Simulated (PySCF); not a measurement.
Isomers of CH7N3Si, one conformer each; single-point electronic energies without zero-point terms and without any empirical dispersion term.

Level: PBE0/pcSseg-1 in PySCF, non-relativistic, each on one gas-phase PBE0-D3(BJ)/def2-SVP geometry that isn't relaxed in the solvent. The solvent is an IEF-PCM continuum (cavity from Bondi-type radii × 1.2). The model holds no explicit solvent molecules, cavitation or dispersion.

```
             isomer  relative energy, gas (kJ/mol)  dipole (D)
     `C=N[SiH](N)N`                            0.0        1.70
`[H]/N=C\[SiH](N)N`                           45.2        2.77
```

How do the relative energies look in chloroform (ε = 4.711)?

```
             isomer  relative energy, solvent (kJ/mol)  E(solvent) − E(gas) (kJ/mol)  dipole in solvent (D)
     `C=N[SiH](N)N`                                0.0                         -23.5                   2.08
`[H]/N=C\[SiH](N)N`                               43.0                         -25.7                   3.23
```

The order is unchanged. Conformers: `[CH2:1]=[N:2][SiH:3]([NH2:4])[NH2:5]` with C1–N2–Si3–N4 -8°, N2–Si3–N4–H -54° and 166°, N2–Si3–N5–H 80° and -60°; `[H]/[N:1]=[CH:2]\[SiH:3]([NH2:4])[NH2:5]` with N1–C2–Si3–N4 22°, C2–Si3–N4–H -163° and 57°, C2–Si3–N5–H 45° and -102°. `[H]/N=C\[SiH](N)N` gains most from the continuum, and it has the largest gas-phase dipole. The gains span 2.2 kJ/mol, the gas-phase energies 45.2 kJ/mol.
